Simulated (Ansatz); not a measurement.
Breaking the Mg1–F3 bond in FHMg (SMILES [F][MgH]) (multiplicity 1 held, fragments rigid). Energies count from the point at 1.761 Å.
Geometry at that point (charge 0, multiplicity 1):
```xyz
3

Mg     0.00000     0.00000    -0.64398
H      0.00000     0.00000    -2.32552
F      0.00000     0.00000     1.11704
```

Restricted levels (R-, RO-) in cc, def2 and unpolarised 6-31G sets keep to the state of the molecule at rest. Unrestricted levels (U-) break spin symmetry where that is lower. Levels need not reach the same state.

Programs: Ansatz (Gaussian orbitals). Values without a source in brackets are computed.

Energies in kJ/mol.

```tsv
R (Å)	U-PBE/def2-TZVPPD	R-r2SCAN/def2-TZVPPD	R-B3LYP/def2-TZVPPD	U-B3LYP/def2-TZVPPD
1.409	249	238	240	240
1.585	47	41	42	42
1.761	0	0	0	0
1.937	18	23	22	22
2.113	61	71	69	69
2.377	137	154	151	151
2.642	211	233	229	229
3.082	311	341	336	336
3.522	384	419	415	413
4.050	434	483	481	465
4.755	467	533	534	501
5.635	487	564	571	522
```

Doubts at one or more of the structures used: a spin-contaminated determinant (U-PBE/def2-TZVPPD, U-B3LYP/def2-TZVPPD); a restricted determinant that unrestricted orbitals would lower (R-r2SCAN/def2-TZVPPD, R-B3LYP/def2-TZVPPD).

Ansatz is a program for electronic structure.
